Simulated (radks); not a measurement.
The mean radii <r> (bohr) of the occupied orbitals of an atom or ion are listed with their occupations. Method: Dirac Kohn-Sham, LDA (Slater exchange, Perdew-Wang correlation), spin-unpolarised, spherical densities, finite nucleus; Fermi nuclear charge, rms radius of each element as measured or else 0.836 A^(1/3) + 0.57 fm; computed with a radial shooting solver on a logarithmic mesh with Libxc functionals.

orbital  occ.      <r>
1s1/2       2  0.04673
2s1/2       1   0.1916

Name the element and its charge. Open shells, if any, fill j = l - 1/2 first.

Answer. Z = 32, germanium, charge +29: Ge29+ in [He] 2s1. The 1s radius gives Z: for a bare nucleus <r> = (2 gamma + 1)/(2Z) with gamma = sqrt(1 - (Z/c)^2), 0.04601 bohr for Z = 32, and screening makes it slightly larger (0.04673 here). The occupations add up to 3, and the charge is Z minus that.
